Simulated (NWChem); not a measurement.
System: SiHCl, singlet; SMILES [SiH]Cl

Input file for NWChem:

```
start job
memory heap 200 mb stack 700 mb global 900 mb
geometry units angstroms noautoz
  Si    -0.109798    -1.102813     0.000000
  H      1.413583    -1.315825     0.000000
  Cl    -0.011831     0.985160     0.000000
end
basis spherical
  Si library def2-svp
  H library def2-svp
  Cl library def2-svp
end
dft
  xc pbe0
  iterations 150
  grid medium becke
end
task dft gradient
```

Parts of the log:

```
             Northwest Computational Chemistry Package (NWChem) 7.3.0
             --------------------------------------------------------

 CS  symmetry detected

                             Geometry "geometry" -> ""
                             -------------------------

 Output coordinates in angstroms (scale by  1.889725989 to convert to a.u.)

  No.       Tag          Charge          X              Y              Z
 ---- ---------------- ---------- -------------- -------------- --------------
    1 Si                  14.0000    -0.08034568    -1.10415368     0.00000000
    2 H                    1.0000     1.44652882    -1.29048142     0.00000000
    3 Cl                  17.0000    -0.01892290     0.98521370     0.00000000

 Effective nuclear repulsion energy (a.u.)      68.3925021020

      Symmetry information
      --------------------

 Group name             Cs
 Group number              2
 Group order               2
 No. of unique centers     3

                                 NWChem DFT Module
                                 -----------------

 Summary of "ao basis" -> "ao basis" (spherical)
 ------------------------------------------------------------------------------
       Tag                 Description            Shells   Functions and Types
 ---------------- ------------------------------  ------  ---------------------
 Si                         def2-svp                 8       18   4s3p1d
 H                          def2-svp                 3        5   2s1p
 Cl                         def2-svp                 8       18   4s3p1d

      Symmetry analysis of basis
      --------------------------

        a'         30
        a"         11

            General Information
            -------------------
          SCF calculation type: DFT
          Wavefunction type:  closed shell.
          No. of atoms     :     3
          No. of electrons :    32
           Alpha electrons :    16
            Beta electrons :    16
          Charge           :     0
          Spin multiplicity:     1
          Use of symmetry is: on ; symmetry adaption is: on
          Maximum number of iterations: 150
          AO basis - number of functions:    41
                     number of shells:    19
          Convergence on energy requested:  1.00D-06
          Convergence on density requested:  1.00D-05
          Convergence on gradient requested:  5.00D-04

              XC Information
              --------------
                         PBE0 Method XC Functional
                     Hartree-Fock (Exact) Exchange  0.250
          PerdewBurkeErnzerhof Exchange Functional  0.750
            Perdew 1991 LDA Correlation Functional  1.000 local
           PerdewBurkeErnz. Correlation Functional  1.000 non-local

             Grid Information
             ----------------
          Grid used for XC integration:  medium
          Radial quadrature: Mura-Knowles
          Angular quadrature: Lebedev.
          Tag              B.-S. Rad. Rad. Pts. Rad. Cut. Ang. Pts.
          ---              ---------- --------- --------- ---------
          Si                  1.10       88           7.0       590
          H                   0.35       45           8.0       434
          Cl                  1.00       88           8.0       590
          Grid pruning is: on
          Number of quadrature shells:   221
          Spatial weights used: Becke

      Superposition of Atomic Density Guess
      -------------------------------------

 Sum of atomic energies:        -748.56134254

      Non-variational initial energy
      ------------------------------

 Total energy =    -748.711551
 1-e energy   =   -1172.204201
 2-e energy   =     355.100148
 HOMO         =      -0.225902
 LUMO         =      -0.060471

      Symmetry analysis of molecular orbitals - initial
      -------------------------------------------------

  Numbering of irreducible representations:

     1 a'          2 a"

  Orbital symmetries:

     1 a'          2 a'          3 a'          4 a'          5 a'
     6 a"          7 a'          8 a'          9 a'         10 a"
    11 a'         12 a'         13 a'         14 a"         15 a'
    16 a'         17 a"         18 a'         19 a'         20 a'
    21 a'         22 a'         23 a"         24 a'         25 a"
    26 a"

   convergence    iter        energy       DeltaE   RMS-Dens  Diis-err
 ---------------- ----- ----------------- --------- --------- ---------
 d= 0,ls=0.0,diis     1   -749.7354111638 -8.18D+02  2.02D-02  1.96D-01
 d= 0,ls=0.0,diis     2   -749.7318787345  3.53D-03  1.19D-02  1.87D-01
 d= 0,ls=0.0,diis     3   -749.7632852307 -3.14D-02  2.46D-03  9.60D-03
 d= 0,ls=0.0,diis     4   -749.7647309231 -1.45D-03  5.53D-04  3.89D-04
 d= 0,ls=0.0,diis     5   -749.7647882891 -5.74D-05  8.04D-05  5.60D-06
  Resetting Diis
 d= 0,ls=0.0,diis     6   -749.7647893593 -1.07D-06  1.74D-05  2.81D-07
 d= 0,ls=0.0,diis     7   -749.7647894151 -5.58D-08  2.57D-06  5.22D-09

         Total DFT energy =     -749.764789415075
      One electron energy =    -1172.900234236633
           Coulomb energy =      403.955744405942
    Exchange-Corr. energy =      -49.212801686346
 Nuclear repulsion energy =       68.392502101961

 Numeric. integr. density =       31.999999063858

                  Occupations of the irreducible representations
                  ----------------------------------------------

                     irrep           alpha         beta
                     --------     --------     --------
                     a'               13.0         13.0
                     a"                3.0          3.0

                       DFT Final Molecular Orbital Analysis
                       ------------------------------------

 Vector   14  Occ=2.000000D+00  E=-3.588393D-01  Symmetry=a"
              MO Center= -2.3D-02,  7.9D-01,  3.1D-15, r^2= 1.4D+00
   Bfn.  Coefficient  Atom+Function         Bfn.  Coefficient  Atom+Function
  ----- ------------  ---------------      ----- ------------  ---------------
    36      0.608138  3 Cl pz                33      0.448026  3 Cl pz
    30      0.262219  3 Cl pz                13      0.140752  1 Si pz
    10      0.111958  1 Si pz                 7     -0.063299  1 Si pz
    15      0.056049  1 Si d -1              38     -0.030763  3 Cl d -1

 Vector   15  Occ=2.000000D+00  E=-3.490650D-01  Symmetry=a'
              MO Center= -8.2D-02,  4.9D-01,  2.0D-16, r^2= 2.2D+00
   Bfn.  Coefficient  Atom+Function         Bfn.  Coefficient  Atom+Function
  ----- ------------  ---------------      ----- ------------  ---------------
    34      0.521090  3 Cl px                31      0.384817  3 Cl px
    35     -0.253792  3 Cl py                 3     -0.223705  1 Si s
    28      0.224305  3 Cl px                32     -0.196157  3 Cl py
     4     -0.137528  1 Si s                  2     -0.132284  1 Si s
     9      0.131041  1 Si py                29     -0.113103  3 Cl py

 Vector   16  Occ=2.000000D+00  E=-2.547802D-01  Symmetry=a'
              MO Center= -7.6D-02, -9.4D-01,  1.6D-14, r^2= 3.0D+00
   Bfn.  Coefficient  Atom+Function         Bfn.  Coefficient  Atom+Function
  ----- ------------  ---------------      ----- ------------  ---------------
     3      0.381437  1 Si s                  4      0.364990  1 Si s
    34      0.311095  3 Cl px                 8     -0.277888  1 Si px
    19     -0.268731  2 H  s                 20     -0.257139  2 H  s
    11     -0.249437  1 Si px                 2      0.221432  1 Si s
    31      0.206648  3 Cl px                35      0.152748  3 Cl py

 Vector   17  Occ=0.000000D+00  E=-1.084561D-01  Symmetry=a"
              MO Center= -5.6D-02, -9.6D-01, -1.6D-14, r^2= 2.8D+00
   Bfn.  Coefficient  Atom+Function         Bfn.  Coefficient  Atom+Function
  ----- ------------  ---------------      ----- ------------  ---------------
    13      0.699859  1 Si pz                10      0.413718  1 Si pz
    36     -0.302551  3 Cl pz                 7     -0.217740  1 Si pz
    33     -0.169017  3 Cl pz                30     -0.097885  3 Cl pz
    38     -0.039956  3 Cl d -1

 Vector   18  Occ=0.000000D+00  E= 9.227558D-03  Symmetry=a'
              MO Center= -1.5D-01, -1.1D+00,  2.3D-14, r^2= 3.3D+00
   Bfn.  Coefficient  Atom+Function         Bfn.  Coefficient  Atom+Function
  ----- ------------  ---------------      ----- ------------  ---------------
    12      0.992206  1 Si py                35      0.529979  3 Cl py
    27     -0.502449  3 Cl s                 11     -0.382295  1 Si px
    20      0.356798  2 H  s                  9      0.304840  1 Si py
    32      0.194593  3 Cl py                26     -0.189187  3 Cl s
     3      0.168588  1 Si s                  6     -0.162686  1 Si py

 Vector   19  Occ=0.000000D+00  E= 7.027377D-02  Symmetry=a'
              MO Center=  4.1D-01, -1.0D+00, -2.6D-14, r^2= 3.7D+00
   Bfn.  Coefficient  Atom+Function         Bfn.  Coefficient  Atom+Function
  ----- ------------  ---------------      ----- ------------  ---------------
    20      1.507052  2 H  s                 11     -1.203226  1 Si px
     4     -0.746333  1 Si s                  3     -0.610138  1 Si s
    35     -0.318911  3 Cl py                27      0.310345  3 Cl s
    12     -0.256587  1 Si py                 8     -0.245710  1 Si px
     2     -0.240075  1 Si s                 19      0.203238  2 H  s

     Multipole analysis of the density
     ---------------------------------

     L   x y z        total         alpha         beta         nuclear
     -   - - -        -----         -----         ----         -------
     0   0 0 0     -0.000000    -16.000000    -16.000000     32.000000

     1   1 0 0      0.113974      0.056987      0.056987      0.000000
     1   0 1 0     -0.376893     -0.188446     -0.188446      0.000000
     1   0 0 1     -0.000000     -0.000000     -0.000000      0.000000

     2   2 0 0    -21.146022    -14.481378    -14.481378      7.816735
     2   1 1 0     -0.713917      1.324398      1.324398     -3.362713
     2   1 0 1     -0.000000     -0.000000     -0.000000      0.000000
     2   0 2 0    -19.895297    -72.859981    -72.859981    125.824664
     2   0 1 1     -0.000000     -0.000000     -0.000000      0.000000
     2   0 0 2    -17.741579     -8.870789     -8.870789      0.000000

            General Information
            -------------------
          SCF calculation type: DFT
          Wavefunction type:  closed shell.
          No. of atoms     :     3
          No. of electrons :    32
           Alpha electrons :    16
            Beta electrons :    16
          Charge           :     0
          Spin multiplicity:     1
          Use of symmetry is: on ; symmetry adaption is: on
          Maximum number of iterations: 150
          AO basis - number of functions:    41
                     number of shells:    19
          Convergence on energy requested:  1.00D-06
          Convergence on density requested:  1.00D-05
          Convergence on gradient requested:  5.00D-04

              XC Information
              --------------
                         PBE0 Method XC Functional
                     Hartree-Fock (Exact) Exchange  0.250
          PerdewBurkeErnzerhof Exchange Functional  0.750
            Perdew 1991 LDA Correlation Functional  1.000 local
           PerdewBurkeErnz. Correlation Functional  1.000 non-local

             Grid Information
             ----------------
          Grid used for XC integration:  medium
          Radial quadrature: Mura-Knowles
          Angular quadrature: Lebedev.
          Tag              B.-S. Rad. Rad. Pts. Rad. Cut. Ang. Pts.
          ---              ---------- --------- --------- ---------
          Si                  1.10       88           7.0       590
          H                   0.35       45           8.0       434
          Cl                  1.00       88           8.0       590
          Grid pruning is: on
          Number of quadrature shells:   221
          Spatial weights used: Becke

          Convergence Information
          -----------------------
          Convergence aids based upon iterative change in
          total energy or number of iterations.
          Levelshifting, if invoked, occurs when the
          HOMO/LUMO gap drops below (HL_TOL):  1.00D-02
          DIIS, if invoked, will attempt to extrapolate
          using up to (NFOCK): 10 stored Fock matrices.

                    Damping( 0%)  Levelshifting(0.5)       DIIS
                  --------------- ------------------- ---------------
          dE  on:    start            ASAP                start
          dE off:    2 iters        150 iters           150 iters

                            NWChem DFT Gradient Module
                            --------------------------

  charge          =   0.00
  wavefunction    = closed shell

  Using symmetry

                         DFT ENERGY GRADIENTS

    atom               coordinates                        gradient
                 x          y          z           x          y          z
   1 Si     -0.151831  -2.086548   0.000000   -0.000161   0.000273   0.000000
   2 H       2.733543  -2.438656   0.000000    0.000179  -0.000033   0.000000
   3 Cl     -0.035759   1.861784   0.000000   -0.000018  -0.000239   0.000000
```

Level: PBE0/def2-SVP. Low-valent species are run as closed-shell singlets; no triplet was tried in these runs. The geometry was optimised at PBE0/def2-SVP.
